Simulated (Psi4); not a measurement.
Here is a job for Psi4.
```
memory 2 GB

molecule {
0 1
F    -0.00000000   -0.00000000   -1.18925373
B     0.00000000    0.00000000    0.09250195
O     0.00000000    0.00000000    1.28009672
}

set {
  basis cc-pvtz
}

energy('r2scan')
print_variables()
```

What does this run give for the dipole moment, total energy?


```json
{
 "dipole_moment": "2.04 D",
 "total_energy": "-199.987438 Ha"
}
```
